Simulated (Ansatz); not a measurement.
Basis-set extrapolation for C₃H₆AlNO (PBE0-D4/def2-TZVP geometry, frozen core, Ansatz). Multiplicity 1, RHF reference.

```
                      def2-TZVPP   def2-QZVPP
                 HF  -488.408663  -488.427231
    MP2 correlation    -0.988425    -1.057680
CCSD(T) correlation    -1.071881      not run
```

Energies in hartree. Use E(X) = E(∞) + A·exp(−7.88·√X) for Hartree–Fock and E(X) = E(∞) + B·X^(−2.97) for correlation, with X = 3 and 4, and add CCSD(T) minus MP2 of the smaller set to the MP2 limit.

Task: What is the CCSD(T) energy at the basis-set limit?

Result: HF limit: -488.427231 + (-0.018568) × 0.13774 = -488.42979. MP2 limit: -1.057680 + (-0.069255) × 0.74074 = -1.10898. Higher-order term: -1.071881 − (-0.988425) = -0.08346. Total: -489.62223 hartree, 372.0 kJ/mol below CCSD(T)/def2-TZVPP.
